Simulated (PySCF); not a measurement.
# Working out the ionisation energy of Br⁺

Br⁺ [Ar] 3d10 4s2 4p4 (3P) → Br²⁺ [Ar] 3d10 4s2 4p3 (4S). Computed with PySCF 2.14 in x2c-QZVPPall with one added diffuse shell each of s, p, d, f type (12s9p6d5f1g, 113 functions), with the spin-free X2C one-electron Hamiltonian (Gaussian nucleus). Frozen: [Ne]. Energies in hartree (1 hartree = 27.21139 eV):

```json
{"part": "UHF", "Br⁺ (lower)": "-2604.109324", "Br²⁺ (upper)": "-2603.365502"}
{"part": "MP2 opposite-spin", "Br⁺ (lower)": "-0.580834", "Br²⁺ (upper)": "-0.552491"}
{"part": "MP2 same-spin", "Br⁺ (lower)": "-0.297365", "Br²⁺ (upper)": "-0.291930"}
```

Q: What does Hartree-Fock give?

A: (-2603.365502) − (-2604.109324) = 0.743822 hartree = 20.240 eV.

Q: What do MP2 and SCS-MP2 (6/5 opposite-spin, 1/3 same-spin) give?

A: The opposite-spin parts differ by 0.771 eV and the same-spin parts by 0.148 eV. MP2: 20.240 + (0.771) + (0.148) = 21.159 eV. SCS-MP2: 20.240 + 1.2 × (0.771) + (0.148)/3 = 21.215 eV.

Measured between the centres of the two terms (NIST): 21.409 eV, so MP2 (valence and next inner shell) is off by -0.250 eV.

What remains against the reference includes basis incompleteness, the frozen core and correlation beyond second order.
